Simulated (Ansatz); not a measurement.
Program: Ansatz. Geometries: PBE0-D4/def2-TZVP. ΔE: electronic, gas phase. CBS: MP2 limit from def2 TZ/QZ plus the TZ coupled-cluster correction, frozen cores. This one scheme is used for every species. Functionals use def2-TZVPP. One conformer a species, not always the lowest.

`CO[SiH](C)C#N` + H₂ → `CO[SiH2]C#N` + CH₄  (hydrogenolysis of the Si–C bond)

`CO[SiH](C)C#N`:

Cartesian coordinates in Å:
```
C 2.044 -0.760 -0.232
O 0.717 -0.810 0.254
Si -0.308 0.456 0.252
C -1.953 -0.086 0.883
C -0.489 1.048 -1.508
N -0.585 1.401 -2.600
H 2.632 0.000 0.293
H 2.062 -0.544 -1.305
H 2.501 -1.735 -0.062
H 0.258 1.619 0.981
H -2.666 0.741 0.849
H -1.869 -0.427 1.918
H -2.344 -0.906 0.278
```

H₂:

Cartesian coordinates in Å:
```
H -0.184 -0.323 0.035
H 0.184 0.323 -0.035
```

`CO[SiH2]C#N`:

Cartesian coordinates in Å:
```
C 1.127 -1.031 -0.384
O -0.279 -0.980 -0.227
Si -1.071 0.205 0.553
C -0.691 1.833 -0.261
N -0.425 2.832 -0.770
H 1.635 -1.034 0.585
H 1.371 -1.953 -0.911
H 1.487 -0.181 -0.973
H -2.517 -0.049 0.426
H -0.637 0.360 1.962
```

CH₄:

```xyz
5

C     0.000    0.000    0.000
H     0.733   -0.791   -0.157
H    -0.984   -0.442    0.155
H    -0.027    0.649   -0.875
H     0.278    0.584    0.877
```

```csv
level,ΔE (kcal/mol)
PBE-D4,-2.1
BLYP-D4,-2.8
PBE0-D4,-2.6
r2SCANh-D4,-2.2
B2PLYP,-4.3
BLYP,-5.6
r2SCAN0,-2.9
MP2/def2-TZVPP,-2.1
```

(1) What does CCSD(T)/CBS give? (Estimate.)

Largest T1 diagnostic among the species: 0.012.

Results:

(1) Ansatz gave: -2.7 kcal/mol. The listed levels differ from it by 0.6, -0.1, 0.1, 0.5, -1.6, -2.9, -0.2, 0.6 kcal/mol.

At CCSD(T), def2-SVP lies −3.4 kcal/mol from the extrapolated value and def2-TZVPP −0.5 kcal/mol. The D4 term adds +2.1 kcal/mol with B3LYP and +1.2 kcal/mol with PBE0; it sums over pairs of atoms, weighted by their polarisabilities, and B3LYP, whose exchange is more repulsive, gets the larger term.

CCSD(T)/CBS has its own doubt, a few kJ/mol and more with outer-core shells, so smaller differences from it don't rank the levels.

B3LYP here is the variant with VWN-RPA as its local correlation; programs differ in this.
